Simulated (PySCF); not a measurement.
C4H7BO, SMILES C#CB(C)OC. Atoms are numbered in the order given.

```xyz
13

B      0.2012    -0.0838     0.0000
C     -0.2622    -1.5582     0.0000
C     -0.5726    -2.7351     0.0000
H     -0.8593    -3.7714     0.0000
C      1.7461     0.2243     0.0000
H      2.0297     1.2858     0.0000
H      2.2089    -0.2575    -0.8775
H      2.2089    -0.2575     0.8775
O     -0.7922     0.8325     0.0000
C     -0.6431     2.2246     0.0000
H     -1.1380     2.6411    -0.8911
H     -1.1380     2.6411     0.8911
H      0.4104     2.5438     0.0000
```
Charge 0, spin multiplicity 1.

Geometry: PBE0-D3(BJ)/def2-SVP. This is a generated structure with no PubChem entry under its InChIKey; it may be hypothetical. Other conformers were not sampled.

Method: PBE0/def2-TZVP run with PySCF.

Symmetry labels are those of the subgroup Cs that the program uses (full group Cs).

Computed valence orbital energies around the gap with their symmetry:
```tsv
orbital	symmetry	energy (eV)
HOMO−7	A'	-12.57
HOMO−6	A"	-11.23
HOMO−5	A'	-10.83
HOMO−4	A'	-10.55
HOMO−3	A"	-9.25
HOMO−2	A'	-8.76
HOMO−1	A"	-7.98
HOMO	A'	-7.84
LUMO	A"	-0.72
LUMO+1	A'	0.92
LUMO+2	A'	0.98
LUMO+3	A'	1.98
```
